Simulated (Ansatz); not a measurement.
AsF3 (arsenic trifluoride): methods side by side

AsF3: 4 atoms, total charge 0, spin state singlet. SMILES: `F[As](F)F`. The shape is that of a PBE0-D4/def2-TZVP optimisation.

```csv
atom,x (Å),y (Å),z (Å)
F,-0.4459,0.3956,1.3626
As,-0.4620,-0.4572,-0.1256
F,1.2040,-0.8659,-0.1127
F,-0.2962,0.9276,-1.1243
```

Quantity: the energy change with the As2–F4 bond stretched from 1.715 to 2.573 Å, in eV. The values are calculated.

| level | kind | program | value (eV) | less FCI/STO-3G | CPU time (all runs) |
| --- | --- | --- | --- | --- | --- |
| HF/STO-3G (restricted) | Hartree–Fock | Ansatz | 5.01 | +2.91 | 0.49 s |
| revPBE/STO-3G (restricted) | GGA | Ansatz | 2.59 | +0.49 | 3.3 s |
| PBE0/STO-3G (restricted) | global hybrid | Ansatz | 3.37 | +1.27 | 3.4 s |
| CAM-B3LYP/STO-3G (restricted) | range-separated hybrid | Ansatz | 3.66 | +1.56 | 3.8 s |
| wB97X/STO-3G (restricted) | range-separated hybrid | Ansatz | 3.70 | +1.60 | 13 s |
| B2PLYP/STO-3G (restricted) | double hybrid | Ansatz | 3.23 | +1.13 | 4.7 s |
| RPA@PBE/STO-3G (restricted) | RPA | Ansatz | 1.94 | -0.16 | 5.3 s |
| BCCD(T)/STO-3G (restricted) | coupled cluster or CI | Ansatz | 2.08 | -0.02 | 1.3 s |
| FCI/STO-3G | exact in the basis | Ansatz | 2.10 | 0.00 | 14 s |

FCI/STO-3G is exact within its basis and frozen core, so for wave-function methods in that basis the difference is their error; functionals converge differently with the basis, so for them it is only a difference. A spin-restricted reference rises too steeply as a bond breaks; here HF/STO-3G, revPBE/STO-3G, PBE0/STO-3G, CAM-B3LYP/STO-3G, wB97X/STO-3G, B2PLYP/STO-3G lie well above the multireference or unrestricted value. All-electron rows without a relativistic Hamiltonian named are non-relativistic. The first shape isn't each level's own minimum. The values span 1.94 to 5.01 eV. All rows use very small basis sets, so none should be taken for the real molecule's value. In the correlated wave-function rows the outer d shell of As is correlated, in sets not made for it. In so small a basis fixed costs decide the times, and correlated methods can beat functionals. CPU times are rough (shared hosts, several kinds of processor and program).
